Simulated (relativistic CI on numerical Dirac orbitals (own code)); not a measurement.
Spin-allowed bands of a d2 ion in a tetrahedral site, by hand

Problem. A d2 ion in a tetrahedral site has a 3A2 ground term and spin-allowed bands at ν1 = 7100 and ν2 = 11451 cm⁻¹ (from a computed ligand-field model). Find Δ and the Racah parameter B, and predict the third band.

Working.
1. The F term splits into A2 (−1.2Δ), T2 (−0.2Δ) and T1 (+0.6Δ), so ν1 = E(T2) − E(A2) = Δ = 7100 cm⁻¹.
2. T1(F) mixes with T1(P), which lies at 15B, through an element 0.4Δ. The two roots, counted from A2, are ν2,3 = ½(15B + 3Δ) ∓ ½√[(15B − Δ)² + 12BΔ].
3. Solving the lower root for B gives B = (2ν1² + ν2² − 3ν1ν2)/(15ν2 − 27ν1) = -11960899/-19935 = 600 cm⁻¹.
4. The sum of the roots is 15B + 3Δ, so ν3 = 15B + 3ν1 − ν2 = 18849 cm⁻¹ (531 nm).

Check. The bands were computed by exact diagonalisation of the d2 shell with B = 600 and Δ = 7100 cm⁻¹, which gives ν3 = 18849 cm⁻¹. C does not enter the terms of highest spin.
